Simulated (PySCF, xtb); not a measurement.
C₂H₁₀Si₂, SMILES [SiH3][SiH](C)C.

GFN2-xTB (xtb 6.7.1) at its own geometry gives an orbital gap of 4.48 eV and a dipole moment of 0.68 D.

The structure is a stationary point at r2SCAN-D4/def2-SVP.

What does PBE0/def2-TZVP (PySCF) give? (Estimate from the structure and the level; the computed values follow.)

gap 8.12 eV (levels -7.74 and 0.38 eV), dipole 1.16 D.
